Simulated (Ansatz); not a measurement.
System: C2H7BN, net charge 0, doublet state. It need not be the lowest isomer of its formula. 
Structure (B3LYP-D3(BJ)/def2-TZVP (Ansatz, a program for electronic structure) minimum search):
```xyz
11

B      0.0407     0.0291     0.0031
C      1.5629    -0.1936     0.0177
C     -0.9731    -1.1792    -0.1110
N     -0.4454     1.3482     0.0944
H      2.0140    -1.1779    -0.0485
H      2.2841     0.6157     0.0950
H     -2.0233    -0.8768    -0.1097
H     -0.7950    -1.7507    -1.0274
H     -0.8314    -1.8846     0.7139
H     -1.4261     1.5738     0.0913
H      0.1528     2.1545     0.1689
```
Charge 0, spin multiplicity 2.

Parts of the frozen-core correlation energy in aug-cc-pVDZ (Ansatz, hartree). Frozen orbitals: 4; correlated occupied orbitals by spin: 12 and 11; virtual: 139 and 140. UHF or UKS for open shells. No spin-orbit coupling. Non-relativistic.

```json
[
 {"term": "reference (HF)", "value": "-158.99134"},
 {"term": "MP2 opposite-spin", "value": "-0.41207"},
 {"term": "MP2 same-spin", "value": "-0.12613"},
 {"term": "CCSD correlation", "value": "-0.58988"},
 {"term": "(T)", "value": "-0.01874"},
 {"term": "T1 diagnostic", "value": "0.014"},
 {"term": "largest doubles amplitude", "value": "0.020"},
 {"term": "<S^2> of the reference", "value": "0.761"}
]
```
